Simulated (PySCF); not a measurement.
Isomers of C8H13P, mass 140.075 u with the commonest isotopes. Method: PBE0-D3(BJ)/def2-SVP geometry optimisation, gas phase (PySCF 2.14.0). One conformer each, none proved a minimum here; rigid rotors.

Question: Order these by dipole moment, smallest first.
A. `[CH2:1]=[CH:2][C:3]1=[C:4]([CH3:5])[CH2:6][P:7]([CH3:8])[CH2:9]1` with C1–C2–C3–C4 177°, C3–C4–C6–P7 -14°, C4–C6–P7–C8 -80°, C6–P7–C9–C3 -18°, C2–C3–C9–P7 -168°
B. `[CH2:1]=[CH:2][CH:3]1[CH2:4][P:5]([CH:6]2[CH2:7][CH2:8]2)[CH2:9]1` with C1–C2–C3–C4 -123°, C4–P5–C6–C7 -107°, C2–C3–C4–P5 -143°, C3–C4–P5–C6 -82°, P5–C6–C7–C8 -107°, C4–P5–C9–C3 -16°
C. `[CH2:1]=[CH:2][C:3]1=[C:4]([CH:5]([CH3:6])[CH3:7])[P:8]1[CH3:9]` with C1–C2–C3–C4 -177°, C3–C4–C5–C6 0°

Answer: B (1.15 D), A (1.44 D), C (1.75 D).

Question: Order these by rotational constant C, smallest first.
A. `[CH2:1]=[CH:2][C:3]1=[C:4]([CH3:5])[CH2:6][P:7]([CH3:8])[CH2:9]1` with C1–C2–C3–C4 177°, C3–C4–C6–P7 -14°, C4–C6–P7–C8 -80°, C6–P7–C9–C3 -18°, C2–C3–C9–P7 -168°
B. `[CH2:1]=[CH:2][C:3]1=[C:4]([CH:5]([CH3:6])[CH3:7])[P:8]1[CH3:9]` with C1–C2–C3–C4 -177°, C3–C4–C5–C6 0°
C. `[CH3:1][CH:2]([CH3:3])[P:4]1[CH:5]=[CH:6][CH2:7][CH:8]=[CH:9]1` with C1–C2–P4–C5 -77°, C2–P4–C5–C6 -118°, C5–C6–C7–C8 10°, C6–C7–C8–C9 -10°, C2–P4–C9–C8 119°
D. `[CH2:1]=[CH:2][CH:3]1[CH2:4][P:5]([CH:6]2[CH2:7][CH2:8]2)[CH2:9]1` with C1–C2–C3–C4 -123°, C4–P5–C6–C7 -107°, C2–C3–C4–P5 -143°, C3–C4–P5–C6 -82°, P5–C6–C7–C8 -107°, C4–P5–C9–C3 -16°

Answer: D (667.5 MHz), B (717.4 MHz), A (813.7 MHz), C (930.8 MHz).

Question: Order these by radius of gyration √(Σ m r²/M), largest first.
A. `[CH2:1]=[CH:2][CH:3]1[CH2:4][P:5]([CH:6]2[CH2:7][CH2:8]2)[CH2:9]1` with C1–C2–C3–C4 -123°, C4–P5–C6–C7 -107°, C2–C3–C4–P5 -143°, C3–C4–P5–C6 -82°, P5–C6–C7–C8 -107°, C4–P5–C9–C3 -16°
B. `[CH3:1][CH:2]([CH3:3])[P:4]1[CH:5]=[CH:6][CH2:7][CH:8]=[CH:9]1` with C1–C2–P4–C5 -77°, C2–P4–C5–C6 -118°, C5–C6–C7–C8 10°, C6–C7–C8–C9 -10°, C2–P4–C9–C8 119°
C. `[CH2:1]=[CH:2][C:3]1=[C:4]([CH:5]([CH3:6])[CH3:7])[P:8]1[CH3:9]` with C1–C2–C3–C4 -177°, C3–C4–C5–C6 0°
D. `[CH2:1]=[CH:2][C:3]1=[C:4]([CH3:5])[CH2:6][P:7]([CH3:8])[CH2:9]1` with C1–C2–C3–C4 177°, C3–C4–C6–P7 -14°, C4–C6–P7–C8 -80°, C6–P7–C9–C3 -18°, C2–C3–C9–P7 -168°

Answer: A (2.422 Å), C (2.325 Å), D (2.193 Å), B (2.118 Å).

| SMILES | point group | Ia (u·Å²) | Ib (u·Å²) | Ic (u·Å²) | κ | μa (D) | μb (D) | μc (D) |
| --- | --- | --- | --- | --- | --- | --- | --- | --- |
| C=CC1=C(C(C)C)P1C | C1 | 310.66 | 499.21 | 704.43 | -0.35 | 0.75 | 0.93 | 1.27 |
| C=CC1CP(C2CC2)C1 | Cs | 147.05 | 738.57 | 757.12 | -0.99 | 0.27 | 1.12 | 0.02 |
| C=CC1=C(C)CP(C)C1 | C1 | 270.38 | 456.10 | 621.08 | -0.44 | 0.62 | 1.02 | 0.80 |
| CC(C)P1C=CCC=C1 | C1 | 205.74 | 508.32 | 542.94 | -0.92 | 0.53 | 0.08 | 1.35 |
